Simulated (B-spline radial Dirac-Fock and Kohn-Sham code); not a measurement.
**How the levels of bromine move as electrons are removed**

Calculated with a B-spline atomic structure program, using relaxed Dirac-Fock hole states (ΔSCF) with Breit and QED corrections and a finite nucleus. Each ion is free and in its tabulated ground configuration. The model has no electron correlation.

Reference: Br⁻, [Ar] 3d10 4s2 4p6, with K 13471.0 eV, L1 1785.9 eV, M1 257.7 eV, M4 67.10 eV, M5 66.07 eV. Shifts from it, in eV (a dash: the subshell is empty, belongs to an open shell averaged over j, or its hole state is left out as unreliable):

```tsv
ion	configuration	K	L1	M1	M4	M5
Br	[Ar] 3d10 4s2 4p5	?	?	?	?	?
Br⁺	[Ar] 3d10 4s2 4p4	+23.4	+23.2	+22.9	+22.8	+22.8
Br²⁺	[Ar] 3d10 4s2 4p3	+37.7	+37.2	+36.7	+36.5	+36.5
Br³⁺	[Ar] 3d10 4s2 4p2	+53.5	+52.6	+51.7	+51.5	+51.5
Br⁴⁺	[Ar] 3d10 4s2 4p1	+70.7	+69.3	+68.0	+67.7	+67.7
```

Task: Give the missing shifts for Br.

Result: K +10.8, L1 +10.7, M1 +10.6, M4 +10.5, M5 +10.5 (eV).
